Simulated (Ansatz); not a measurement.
One change: `C#[C][Ge]([F])([F])[O]C` becomes `C[O][Ge]([F])([F])[SeH]`.

Ansatz, PBE0-D4/def2-TZVP geometries, multiplicity 1. Each molecule was computed in one conformer, which needn't be the lowest.

Scalar relativity is left out up to krypton.

```csv
property,`C#[C][Ge]([F])([F])[O]C`
LUMO energy (ωB97M-V/def2-TZVPP) / eV,1.37
HOMO energy (B3LYP/def2-TZVPP) / eV,-8.59
size of the dipole moment (PBE/def2-TZVPP) / D,1.81
HOMO–LUMO gap (PBE/def2-TZVPP) / eV,5.52
HOMO–LUMO gap (ωB97M-V/def2-TZVPP) / eV,12.61
size of the dipole moment (ωB97M-V/def2-TZVPP) / D,1.88
```

(1) Give the same properties after the change, and the shifts. (Estimate.)

## Answers

(1) Computed: 
```json
{"property": "LUMO energy (ωB97M-V/def2-TZVPP) / eV", "`C[O][Ge]([F])([F])[SeH]`": "0.87", "shift": "-0.50"}
{"property": "HOMO energy (B3LYP/def2-TZVPP) / eV", "`C[O][Ge]([F])([F])[SeH]`": "-7.68", "shift": "0.91"}
{"property": "size of the dipole moment (PBE/def2-TZVPP) / D", "`C[O][Ge]([F])([F])[SeH]`": "0.97", "shift": "-0.84"}
{"property": "HOMO–LUMO gap (PBE/def2-TZVPP) / eV", "`C[O][Ge]([F])([F])[SeH]`": "4.55", "shift": "-0.97"}
{"property": "HOMO–LUMO gap (ωB97M-V/def2-TZVPP) / eV", "`C[O][Ge]([F])([F])[SeH]`": "11.00", "shift": "-1.61"}
{"property": "size of the dipole moment (ωB97M-V/def2-TZVPP) / D", "`C[O][Ge]([F])([F])[SeH]`": "0.99", "shift": "-0.89"}
```

With PBE0 the HOMO rises by 0.91 eV and the LUMO falls by 0.41 eV, so the gap narrows by about 1.32 eV. PBE moves the HOMO by 0.52 eV and ωB97M-V by 1.11 eV. Dipoles are sizes alone; their direction can turn.

B3LYP here is the variant with VWN-RPA as its local correlation; programs differ in this.

Spin–orbit coupling is left out; it splits and shifts lone-pair levels of the heavy atoms by tenths of an eV.
